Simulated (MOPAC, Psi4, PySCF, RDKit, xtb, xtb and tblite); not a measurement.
Two geometries of SMILES c1ccc(o1)CCC(C)(C)C, singlet, relaxed at GFN2-xTB with one dihedral held; other torsions can differ between them too.

Structure A

```
27

C     -2.5007    -0.4437     1.2173
C     -1.7235     0.1109     0.0182
C     -1.9523     1.6214    -0.0649
C     -2.2392    -0.5683    -1.2521
C     -0.2313    -0.1940     0.2408
C      0.7240     0.3503    -0.8411
C      1.4829     1.5470    -0.3774
C      2.4358     1.6978     0.5870
C      2.7771     3.0728     0.6001
C      2.0074     3.6560    -0.3554
O      1.2215     2.7415    -0.9513
H     -2.3549    -1.5183     1.3065
H     -3.5652    -0.2522     1.1026
H     -2.1678     0.0245     2.1410
H     -3.0129     1.8377    -0.1747
H     -1.5956     2.1084     0.8404
H     -1.4282     2.0552    -0.9118
H     -3.3106    -0.4090    -1.3519
H     -1.7594    -0.1710    -2.1427
H     -2.0552    -1.6399    -1.2135
H     -0.1184    -1.2788     0.2976
H      0.0677     0.2132     1.2082
H      0.1807     0.6198    -1.7446
H      1.4425    -0.4294    -1.1054
H      2.8468     0.9272     1.2072
H      3.4952     3.5530     1.2330
H      1.9274     4.6690    -0.6962
```

Structure B

```
27

C     -2.4786    -0.5294     1.1968
C     -1.7153     0.1165     0.0340
C     -1.9735     1.6235     0.0539
C     -2.2342    -0.4713    -1.2805
C     -0.2226    -0.2078     0.2290
C      0.7521     0.3454    -0.8205
C      1.0115     1.8080    -0.6934
C      1.4930     2.5597     0.3380
C      1.5375     3.8970    -0.1278
C      1.0854     3.8601    -1.4080
O      0.7663     2.6009    -1.7597
H     -2.3221    -1.6060     1.2102
H     -3.5458    -0.3414     1.1035
H     -2.1431    -0.1227     2.1482
H     -3.0444     1.8176     0.0561
H     -1.5411     2.0776     0.9427
H     -1.5490     2.1050    -0.8214
H     -3.3121    -0.3412    -1.3476
H     -1.7859     0.0247    -2.1375
H     -2.0141    -1.5352    -1.3403
H     -0.1175    -1.2955     0.2373
H      0.0876     0.1587     1.2097
H      0.3859     0.1479    -1.8276
H      1.7025    -0.1846    -0.7028
H      1.7827     2.2095     1.3077
H      1.8626     4.7594     0.4173
H      0.9487     4.6251    -2.1461
```

Which is lower in energy at the level Psi4 with PBE0-D3(BJ)/def2-SVP // GFN2-xTB, and by how much?

B is lower, by 7.68 kJ/mol (dihedral C2–C5–C6–C7: 105° in A, 75° in B).

E(B) − E(A) in kJ/mol at the other levels, on the same two geometries: GFN2-xTB (xtb and tblite) -5.05; MMFF94 // GFN2-xTB (RDKit) -2.51; PBE0/def2-SVP // GFN2-xTB (Psi4) -5.56; PBE/def2-SVP // GFN2-xTB (Psi4) -5.19; PBE-D3(BJ)/def2-SVP // GFN2-xTB (Psi4) -7.42; UFF // GFN2-xTB (RDKit) -4.00; PM7, restricted, heats of formation // GFN2-xTB (MOPAC) -1.64; PM6, restricted, heats of formation // GFN2-xTB (MOPAC) -0.85; GFN1-xTB // GFN2-xTB (xtb) -3.53; restricted B3LYP/6-31G*, spherical d, density fitting // GFN2-xTB (PySCF) -4.20; restricted B3LYP/3-21G, density fitting // GFN2-xTB (PySCF) -5.43; restricted BP86/6-31G*, spherical d, density fitting // GFN2-xTB (PySCF) -4.19.
